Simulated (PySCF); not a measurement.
CH6NO2Ta, SMILES [NH]=[Ta]([OH])([CH3])[OH], multiplicity 1. Atoms are numbered in the order given.

```xyz
11

Ta    -0.0584     0.0133     0.0000
N     -0.2262     1.7858     0.0000
H     -0.3734     2.7882     0.0000
O     -0.7210    -0.7801     1.6178
H     -1.1290    -0.4651     2.4313
O     -0.7210    -0.7801    -1.6178
H     -1.1290    -0.4651    -2.4313
C      2.0947    -0.2962     0.0000
H      2.5640     0.1548     0.8905
H      2.5640     0.1548    -0.8905
H      2.3157    -1.3796     0.0000
```
Charge 0, spin multiplicity 1.

Coordinates come from a B3LYP-D3(BJ)/def2-SVP optimisation. The spin state was assumed, not searched. The def2 effective core potentials stand for the cores of Ta; spin–orbit coupling is left out. The values are those of a single conformer.

Vertical ionisation energy (IE) and electron affinity (EA) in eV. Rows of orbital energies are one-electron estimates. Where ΔSCF, EOM or ADC give a negative EA the extra electron is unbound and the value depends on the basis.

```tsv
level	IE	EA
−ε(HOMO), −ε(LUMO), HF/def2-TZVP (PySCF)	(withheld)	(withheld)
−ε(HOMO), −ε(LUMO), PBE/def2-TZVP (PySCF)	6.14	1.24
```

**Question.** Some entries are withheld; supply them. (The exact figures need the calculation; the answer reports its results.)

**Answer.** 
- −ε(HOMO), −ε(LUMO), HF/def2-TZVP (PySCF), IE: 10.47
- −ε(HOMO), −ε(LUMO), HF/def2-TZVP (PySCF), EA: -2.26
